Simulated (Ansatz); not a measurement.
Frontier orbitals of C₂H₇NSn (`C[CH2][Sn][NH2]`).

Charge 0, multiplicity 1. Correlated methods include outer-core shells of Sn, which these sets cover unevenly. Sn: def2 effective core potential. Geometry: relaxed with PBE0-D4/def2-TZVP. It is one conformer, not always the lowest. Basis def2-TZVPP, Ansatz.

```csv
functional,HOMO (eV),LUMO (eV),gap (eV)
LDA (SPW92),-5.10,-2.62,2.48
PBE,-4.95,-2.39,2.56
BLYP,-4.83,-2.32,2.51
r2SCAN,-5.16,-2.29,2.87
PBE0,-5.94,-1.69,4.25
r2SCANh,-5.53,-2.03,3.50
HSE06 (plane-wave form),-5.56,-2.05,3.51
CAM-B3LYP,-7.18,-0.80,6.38
LC-ωPBE,-8.38,0.28,8.66
ωB97M-V,-8.01,0.00,8.01
```

From PBE to PBE0 the HOMO moves by −0.99 eV and the LUMO by +0.69 eV, and with ωB97M-V by −3.06 and +2.38 eV, so the gap grows from 2.56 to 8.01 eV with exact exchange.

LC-ωPBE has ω = 0.4 bohr⁻¹.
